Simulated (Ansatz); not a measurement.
This geometry of CH5F2NOSi (11 atoms, charge 0, multiplicity 1) is a first-order saddle point.

Method: Ansatz 0.2.0, RKS PBE-D4/STO-3G.

```xyz
11
Properties=species:S:1:pos:R:3
N -0.329 -1.992 0.787
C 0.030 -0.511 0.625
F 1.424 -0.240 0.771
O -0.406 -0.164 -0.718
Si -0.142 1.530 -1.050
F -1.578 2.076 -1.649
H 0.277 -2.473 0.043
H 0.182 -2.269 1.690
H -0.523 0.046 1.454
H 0.242 2.280 0.153
H 0.888 1.659 -2.085
```

(1) Which two structures does it join? (They come from a converged band through this point; their orientation in space is the band's.)

(2) How far does it lie above each of them?

## Answers

(1) No bond is made or broken. The dihedral C2–O4–Si5–H10 goes from 57 to -70°.

Image 0:

```xyz
11
Properties=species:S:1:pos:R:3
N -0.231 -2.011 0.735
C -0.104 -0.488 0.616
F 0.995 0.047 1.350
O 0.065 -0.243 -0.813
Si 0.014 1.456 -1.184
F -1.485 2.040 -0.812
H 0.715 -2.362 0.370
H -0.130 -2.182 1.789
H -1.066 -0.051 1.047
H 1.022 2.237 -0.455
H 0.270 1.501 -2.623
```

Image 6:

```xyz
11
Properties=species:S:1:pos:R:3
N -0.168 -1.976 0.458
C -0.265 -0.507 0.808
F 1.015 0.217 0.679
O -1.116 0.203 -0.096
Si -0.028 1.407 -0.832
F -1.138 2.073 -1.864
H 0.308 -2.020 -0.497
H 0.564 -2.383 1.123
H -0.584 -0.461 1.899
H 0.428 2.507 0.029
H 1.049 0.884 -1.687
```

(2) 4.6 kJ/mol above the first and 9.3 kJ/mol above the second. This is the barrier of this one path; another mechanism may lie lower. Limits of this set-up: minimal basis.

The run took 3.6 min on 1 thread of Arm Neoverse N1, on a shared host, peak memory 0.11 GiB.
